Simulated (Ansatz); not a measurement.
Geometry optimisation, RKS B3LYP-D4/def2-SVP (Ansatz).

Input:

```yaml
crystal:
  periodic: [false, false, false]
  atoms:
    - { symbol: "N", position_ang: [0.7055, 1.2111, -0.0497] }
    - { symbol: Si, position_ang: [-0.317, -0.1159, -0.0654] }
    - { symbol: O, position_ang: [-0.6794, -0.3732, 1.5068] }
    - { symbol: S, position_ang: [0.9089, -1.7079, -0.7948] }
    - { symbol: I, position_ang: [-2.3233, 0.2445, -1.3451] }
    - { symbol: H, position_ang: [1.60743, 0.97249, -0.28081] }
    - { symbol: H, position_ang: [0.40807, 1.8335, -0.85335] }
    - { symbol: H, position_ang: [-0.936, -1.2468, 1.7204] }
    - { symbol: H, position_ang: [1.1136, -1.1472, -1.9372] }
basis:
  gaussian: { orbitals: def2-SVP }
hamiltonian:
  xc: b3lyp
  dispersion: d4
relax:
  f_tol: 0.015
  max_steps: 40
output:
  orbitals: {}
```

Command:

```bash
$ ansatz run input.yaml --threads 2 --pin off --max-ram 3072MiB --backend cpu --events-out ev --progress --plain --runs-dir out
```

Question: Where does it end, and by what steps?

Answer: The forces met the threshold. After 16 steps the energy has fallen by 0.649 eV; H7 moved furthest, 0.63 Å.

```tsv
step	energy less start (eV)	largest force component (eV/Å)	accepted
0	0.0000	3.400	yes
1	-0.4773	1.061	yes
2	-0.5318	0.507	yes
3	-0.5650	0.425	yes
4	-0.5980	0.675	yes
5	-0.6048	0.546	yes
6	-0.6154	0.475	yes
7	-0.6344	0.230	yes
8	-0.6416	0.061	yes
9	-0.6432	0.158	yes
10	-0.6406	0.459	no
11	-0.6467	0.059	yes
12	-0.6460	0.354	no
13	-0.6483	0.019	yes
14	-0.6488	0.079	yes
15	-0.6487	0.043	no
16	-0.6490	0.015	yes
```

```xyz
9
Properties=species:S:1:pos:R:3
N 0.732 1.241 -0.385
Si -0.167 -0.179 -0.117
O -0.534 -0.429 1.480
S 0.952 -1.884 -0.779
I -2.312 0.081 -1.353
H 1.736 1.246 -0.233
H 0.313 2.162 -0.320
H -1.221 -1.078 1.681
H 0.988 -1.490 -2.074
```

Whether the end is a true minimum wasn't checked by a vibrational analysis.

The run took 26 s on 2 threads of AMD EPYC 9R45 96-Core Processor (Zen 5), with other jobs on the host, peak memory 0.3 GiB.
